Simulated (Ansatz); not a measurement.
`F[Si](F)(F)[Si](F)(F)F` + `BC` → `CB[Si](F)(F)F` + `F[SiH](F)F` at 400 K and 1 bar (formal exchange of groups at the Si–Si bond).

Calculated with Ansatz (gas phase, PBE0-D4/def2-TZVP geometries, no zero-point term in ΔE). CCSD(T)/CBS is the MP2 limit (def2-TZVPP, def2-QZVPP) plus CCSD(T) − MP2 in def2-TZVPP, frozen cores. This one scheme is used for every species. Each species was taken in one conformer, which may not be the lowest.

| species | CCSD(T)/CBS energy (Eh) | H − E (kJ/mol) | S (J/(mol·K)) |
| --- | --- | --- | --- |
| `F[Si](F)(F)[Si](F)(F)F` | -1177.33693 | 93.0 | 437.2 |
| `BC` | -65.83255 | 164.9 | 265.6 |
| `CB[Si](F)(F)F` | -653.90979 | 188.9 | 411.9 |
| `F[SiH](F)F` | -589.26725 | 67.9 | 298.2 |

H − E and S are ideal-gas, rigid-rotor, harmonic terms from PBE0-D4/def2-TZVP, for one conformer and one mirror image of each species. 1 Eh = 2625.50 kJ/mol, R = 8.31446 J/(mol·K).

Q: By hand: ΔE, ΔH, ΔS and ΔG.

A: ΔE = (-653.90979) + (-589.26725) − (-1177.33693) − (-65.83255) = -0.00756 Eh = -19.8 kJ/mol. Δ(H − E) = 188.9 + 67.9 − 93.0 − 164.9 = -1.1, so ΔH = -20.9 kJ/mol. ΔS = 411.9 + 298.2 − 437.2 − 265.6 = 7.3 J/(mol·K). ΔG = -20.9 − 400 × (7.3)/1000 = -23.8 kJ/mol.

Q: By hand: the equilibrium constant, and the temperature at which ΔG would vanish if ΔH and ΔS stayed fixed.

A: log₁₀ K = −ΔG/(RT ln 10) = 3.1. ΔH and −TΔS have one sign here, so there is no such temperature.

The number of gas molecules stays the same, so ΔS is small and ΔH decides. A doubt of 5 kJ/mol in ΔE shifts log₁₀ K by 0.7 here. Other conformers and mirror images would add mixing entropy, several J/(mol·K) or more a flexible species. Modes under 60 cm⁻¹, often nearly free rotors, make the harmonic entropy too high. These are equilibria of isolated gas molecules and say nothing of rates. Largest T1 diagnostic: 0.013 (customary marks: 0.02 for closed shells, 0.045 for open ones).

ΔS is within the doubt of such terms, so its sign, and with it that verdict, could turn.
